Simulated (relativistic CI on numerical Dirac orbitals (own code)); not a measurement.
**Calculated levels, Ce⁴⁺**

Calculated at this level of theory: Dirac-Coulomb-Breit CI, separate exchange-only KLI orbitals for each configuration, model QED (radiative potential, 1s self-energy scaled to tabulated hydrogen-like ionisation energies), valence Slater integrals scaled by 0.85, P86 correlation estimate, and configurations built on the next ion tied to the tabulated ionisation energy (semi-empirical) (own radial code, finite nucleus).

Configurations in the expansion (outside the closed core [Kr] 4d10): 5s²5p⁶, 5s²5p⁵5d, 5s²5p⁵6s, 5s²5p⁵6p, 5s²5p⁵6d, 5s²5p⁵7s, 5s²5p⁵5f, 5s²5p⁵6f, 5s²5p⁴4f², 5s²5p⁵4f, 5s²5p⁴5d², 5s5p⁶5d, 5s²5p⁴4f5d, 5s²5p⁵5g, 5p⁶4f², 5s5p⁶4f, 5s5p⁵4f², 5s5p⁶5f, 5s²5p⁴5f², 5p⁶5d², 5s²5p⁴4f5f, 5s5p⁶5g, 5s5p⁵4f5d, 5s²5p⁴4f6s. Levels of other configurations are missing.

| No. | Configuration | Term | J | E (eV) | % | Next component (%) | Lifetime (s) |
| --- | --- | --- | --- | --- | --- | --- | --- |
| 1 | 5s²5p⁶ | ¹S | 0 | 0.0000 | 97 | 2 5s²5p⁴5d² ¹S |  |
| 2 | 5s²5p⁵4f | ³D | 1 | 13.1009 | 98 | 1 5s5p⁵4f5d ³D | 1.20e+05 |
| 3 | 5s²5p⁵4f | ³D | 2 | 13.4818 | 89 | 8 ³F | 2.12e-02 |
| 4 | 5s²5p⁵4f | ³G | 5 | 13.9106 | 98 | 1 5s5p⁵4f5d ³G |  |
| 5 | 5s²5p⁵4f | ³G | 4 | 13.9112 | 63 | 32 ¹G |  |
| 6 | 5s²5p⁵4f | ³D | 3 | 14.0643 | 71 | 20 ³F | 5.81e-01 |
| 7 | 5s²5p⁵4f | ³G | 3 | 14.4813 | 45 | 34 ¹F | 8.12e-01 |
| 8 | 5s²5p⁵4f | ³F | 4 | 14.9337 | 55 | 35 ¹G | 3.48e-01 |
| 9 | 5s²5p⁵4f | ¹D | 2 | 15.3016 | 49 | 47 ³F | 3.10e-04 |
| 10 | 5s²5p⁵4f | ³G | 3 | 16.9934 | 51 | 34 ¹F | 4.46e-03 |
| 11 | 5s²5p⁵4f | ³F | 3 | 17.3629 | 48 | 26 ³D | 4.60e-03 |
| 12 | 5s²5p⁵4f | ³F | 4 | 17.4697 | 40 | 31 ¹G | 3.80e-03 |
| 13 | 5s²5p⁵4f | ¹D | 2 | 17.8304 | 48 | 43 ³F | 1.56e-04 |
| 14 | 5s²5p⁵5d | ³P° | 0 | 22.0414 | 99 | 1 5s²5p⁴4f5d ³P° | 5.01e-09 |
| 15 | 5s²5p⁵5d | ³P° | 1 | 22.3833 | 91 | 7 ³D° | 4.31e-09 |
| 16 | 5s²5p⁵5d | ³P° | 2 | 23.0424 | 73 | 20 ³D° | 4.68e-09 |
| 17 | 5s²5p⁵5d | ³F° | 4 | 23.0937 | 98 | 1 5s²5p⁴4f5d ³F° | 4.52e-09 |
| 18 | 5s²5p⁵5d | ³F° | 3 | 23.2672 | 72 | 17 ¹F° | 4.62e-09 |
| 19 | 5s²5p⁵5d | ³F° | 2 | 23.7198 | 41 | 38 ¹D° | 4.56e-09 |
| 20 | 5s²5p⁵5d | ³D° | 3 | 24.4895 | 61 | 37 ¹F° | 4.03e-09 |
| 21 | 5s²5p⁵5d | ³D° | 1 | 25.7145 | 86 | 7 ³P° | 3.30e-10 |
| 22 | 5s²5p⁵5d | ³F° | 2 | 26.3002 | 55 | 33 ¹D° | 4.50e-09 |
| 23 | 5s²5p⁵5d | ³D° | 2 | 26.8537 | 51 | 22 ³P° | 4.24e-09 |
| 24 | 5s²5p⁵5d | ¹F° | 3 | 27.1779 | 44 | 27 ³D° | 3.92e-09 |
| 25 | 5s²5p⁵6s | ³P° | 2 | 31.1229 | 99 | 1 5s²5p⁴4f6s ³P° | 3.16e-08 |
| 26 | 5s²5p⁵6s | ¹P° | 1 | 31.3949 | 50 | 34 ³P° | 1.28e-09 |
| 27 | 5s²5p⁵5d | ¹P° | 1 | 31.7378 | 76 | 9 5s²5p⁵6s ¹P° | 1.04e-11 |
| 28 | 5p⁴(3P)4f²(3H)‡ | ⁵H | 4 | 31.9445 | 63 | 17 ⁵G | 5.26e-04 |
| 29 | 5p⁴(3P)4f²(3H)‡ | ⁵H | 5 | 31.9565 | 71 | 11 ⁵G | 5.88e-03 |
| 30 | 5p⁴(3P)4f²(3H)‡ | ⁵H | 6 | 32.0771 | 74 | 10 ⁵I | 9.43e-03 |

Energies count from the lowest computed level; ° marks odd parity; lifetimes are radiative, by E1, M1, E2 decay to levels of this space only; some are left blank where a channel outside the calculation adds to the decay or the decay crosses a small, uncertain gap. Percentages are summed over parent terms; the parents shown are those of the largest component, closed shells are left out there. ‡ marks configurations that were not tied to measured data.

The mean weight of the leading LS term, summed over parents, in these 30 levels is 69 %, and that of the leading jj configuration (from the same eigenvectors) 81 %, so jj coupling describes them better and the LS labels are nominal.

Configurations that consist of the next ion and one excited electron were tied to the tabulated ionisation energy; Rydberg ones are usually within 1,000 to 3,000 cm⁻¹ and the lowest ones within about 6,000 (9,000 in d shells), while levels on excited terms of the next ion carry the error of that term, and the other configurations can be misplaced by 10,000 cm⁻¹ or more. Rates follow the energies as ν³ (E1, M1) or ν⁵ (E2), so rates, branching and lifetimes can be off by large factors. Levels and lines within the n = 5 or 6 shells can be off by up to 10 % or somewhat more, and those that change n by about 2 %, since core polarisation is missing. 3 of the 3 excited levels that our extract of the measured tables holds in this range could be paired (the sources list more); they are missed by 2170 cm⁻¹ on average and 5583 at most, and levels without a partner can miss by more. Levels that differ in their count of f electrons can be misplaced by several ten thousand cm⁻¹, since the correlation energy of f electrons is missing or only estimated; rates across such gaps can be off by orders of magnitude.

LS names give the leading component of a level, which can be under half, so a name can repeat, a term be missing and a line seem to break the LS rules.
